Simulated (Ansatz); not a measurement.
Relaxation of a periodic cell of 32 atoms, H21ClO10 (contents 10 H2O + 1 HCl, density as packed 1.02 g/cm³ with natural masses), to a largest force component of 0.3 eV/Å in at most 15 steps.

These are results of DFT r2SCAN-D3(BJ), scalar-relativistic, plane waves, PAW in Ansatz 0.2.0, not measurements. Settings: accuracy low, cutoff 500 eV, k mesh 1x1x1, fermi-dirac smearing 0.02 eV, no spin polarisation.

```xyz
32
Lattice="7.0540 0.0000 0.0000 0.0000 7.0540 0.0000 0.0000 0.0000 7.0540" Properties=species:S:1:pos:R:3
O 6.257 5.043 0.745
H 7.066 4.702 1.153
H 6.545 5.849 0.291
O 3.085 4.579 4.072
H 2.750 4.776 4.959
H 3.095 3.611 4.035
O 6.593 3.069 4.390
H 7.398 3.359 3.937
H 6.919 2.622 5.185
O 3.440 2.803 1.184
H 3.909 3.638 1.035
H 3.480 2.356 0.326
O 5.001 6.035 5.068
H 5.041 5.237 5.616
H 4.079 6.322 5.141
O 1.712 6.926 2.684
H 0.781 6.981 2.946
H 2.128 6.428 3.403
O 5.308 0.677 0.299
H 5.430 -0.127 0.826
H 4.433 0.564 -0.102
O 1.266 1.309 0.561
H 1.045 2.231 0.358
H 1.143 0.849 -0.282
O 1.010 4.686 6.235
H 1.352 5.530 5.904
H 1.218 4.056 5.529
O 3.945 1.502 3.934
H 3.123 1.938 4.204
H 4.628 1.944 4.459
Cl 5.805 0.197 2.982
H 5.224 0.839 2.040
```

**Question.** Where does it end, and by what steps?

**Answer.** The run ended unconverged. Limits of this set-up: coarse k mesh, low accuracy level. After 14 steps the energy has fallen by 6.425 eV; O22 moved furthest, 1.65 Å.

```csv
step,energy less start (eV),largest force component (eV/Å),accepted
0,0.0000,1.464,yes
1,-1.2124,1.768,yes
2,-2.0418,3.363,yes
3,-3.0497,2.021,yes
4,-3.7458,2.517,yes
5,-4.1699,2.194,yes
6,-4.5414,2.098,yes
7,-4.9020,1.747,yes
8,-5.3161,1.902,yes
9,-5.6498,1.898,yes
10,-5.9068,1.134,yes
11,-6.0926,1.084,yes
12,-6.2110,0.818,yes
13,-6.3309,0.737,yes
14,-6.4246,0.462,yes
```

```xyz
32
Lattice="7.0540 0.0000 0.0000 0.0000 7.0540 0.0000 0.0000 0.0000 7.0540" Properties=species:S:1:pos:R:3
O 6.117 4.723 1.079
H 6.545 5.071 1.877
H 6.813 4.823 0.385
O 2.738 4.609 3.746
H 2.676 4.114 4.576
H 3.149 4.009 3.084
O 6.393 3.252 4.655
H 6.479 2.970 3.736
H 6.865 2.555 5.177
O 3.890 3.146 1.784
H 4.668 3.595 1.400
H 4.035 2.199 1.673
O 5.062 5.658 5.346
H 5.386 4.753 5.197
H 4.344 5.758 4.693
O 2.598 7.306 3.534
H 1.695 7.547 3.290
H 2.602 6.325 3.564
O 5.066 0.558 0.146
H 5.057 -0.354 -0.232
H 4.535 1.110 -0.506
O 0.507 1.328 -0.907
H 1.084 1.750 -0.255
H -0.291 1.045 -0.417
O 0.960 5.074 6.153
H 1.036 6.017 5.961
H 0.498 4.692 5.388
O 3.792 1.914 5.325
H 3.368 1.292 4.685
H 4.541 2.312 4.854
Cl 6.329 0.732 2.662
H 5.671 0.649 1.461
```

Run time: 2 min on 1 thread of Intel(R) Xeon(R) 6975P-C (Granite Rapids), with other jobs on the host, peak memory 0.74 GiB.
